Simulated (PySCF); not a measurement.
**Cost of excited-state runs on `C#CCC#[N+][AlH2-][CH3]`, C₅H₈AlN**

Molfile (atoms numbered from 1):
```
C5H8AlN
     RDKit          3D

 15 14  0  0  0  0  0  0  0  0999 V2000
    3.8506    0.3167    1.1016 C   0  0  0  0  0  0  0  0  0  0  0  0
    3.1396   -0.1559    0.2652 C   0  0  0  0  0  0  0  0  0  0  0  0
    2.2665   -0.7296   -0.7488 C   0  0  0  0  0  0  0  0  0  0  0  0
    0.9134   -0.3108   -0.5232 C   0  0  0  0  0  0  0  0  0  0  0  0
   -0.1564    0.0518   -0.3277 N   0  0  0  0  0  0  0  0  0  0  0  0
   -2.0418   -0.4837    0.1178 Al  0  0  0  0  0  4  0  0  0  0  0  0
   -3.2216    1.1163   -0.0552 C   0  0  0  0  0  0  0  0  0  0  0  0
    4.4878    0.7203    1.8308 H   0  0  0  0  0  0  0  0  0  0  0  0
    2.3063   -1.8237   -0.6986 H   0  0  0  0  0  0  0  0  0  0  0  0
    2.5850   -0.4066   -1.7465 H   0  0  0  0  0  0  0  0  0  0  0  0
   -2.0422   -1.5871   -1.0060 H   0  0  0  0  0  0  0  0  0  0  0  0
   -1.6275   -1.0442    1.5241 H   0  0  0  0  0  0  0  0  0  0  0  0
   -2.6978    2.0701   -0.1957 H   0  0  0  0  0  0  0  0  0  0  0  0
   -3.8571    1.2520    0.8292 H   0  0  0  0  0  0  0  0  0  0  0  0
   -3.9090    1.0225   -0.9059 H   0  0  0  0  0  0  0  0  0  0  0  0
  1  2  3  0
  2  3  1  0
  3  4  1  0
  4  5  3  0
  5  6  1  0
  6  7  1  0
  1  8  1  0
  3  9  1  0
  3 10  1  0
  6 11  1  0
  6 12  1  0
  7 13  1  0
  7 14  1  0
  7 15  1  0
M  CHG  2   5   1   6  -1
M  END
```

PySCF with density fitting, on 1 thread of an Arm Neoverse V1, shared host. Command: `OMP_NUM_THREADS=1 python excited_run.py task.json out`

**Question.** How long does each of these runs take, and how much memory?
- magnetisability and related constants, BHandHLYP/pcSseg-1; isotopologues
- magnetisability and related constants, OPBE/6-311G**; usual settings

**Answer.** 
```tsv
run	level	basis functions	wall time	peak memory (GiB)
magnetisability and related constants	BHandHLYP/pcSseg-1	166	24 s	0.75
magnetisability and related constants	OPBE/6-311G**	182	38 s	0.58
```
Times from a shared host are rough.
